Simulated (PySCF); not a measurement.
Ag (silver, neutral) across methods

[Kr] 4d9 5s1 5p1, one real determinant (an excited configuration). Computed with PySCF 2.14 in aug-cc-pVTZ-PP with one added diffuse shell each of s, p, d, f, g type with ECP28MDF (7s7p6d4f3g, 113 functions), with a scalar-relativistic core potential.

| method | E (hartree) | mean ε 4d β (eV) | mean ε 5s α (eV) | mean ε 5p α (eV) | Σ⟨r²⟩ (bohr²) | ⟨S²⟩ |
| --- | --- | --- | --- | --- | --- | --- |
| wB97M-V | -146.5817 | -16.063 | -10.118 | -5.005 | 56.22 | 3.751 |
| PBE0 | -146.6475 | -13.527 | -8.069 | -3.337 | 56.28 | 3.751 |
| PBE | -146.6586 | -11.539 | -7.202 | -2.620 | 56.80 | 3.751 |
| LDA | -146.3724 | -11.676 | -7.453 | -2.668 | 56.43 | 3.751 |
| r2SCAN | -146.7017 | -11.741 | -7.456 | -2.800 | 55.53 | 3.753 |
| UHF | -145.84774 | -18.742 | -10.104 | -5.232 | 56.99 | 3.753 |
| revPBE | -146.7114 | -11.489 | -7.130 | -2.603 | 56.83 | 3.751 |
| PBEsol | -146.4627 | -11.485 | -7.260 | -2.608 | 56.40 | 3.751 |

⟨L²⟩ = 8.03 against 12 for a pure F term, so this real determinant mixes terms. Energies and moments cover only the electrons outside the core potential.
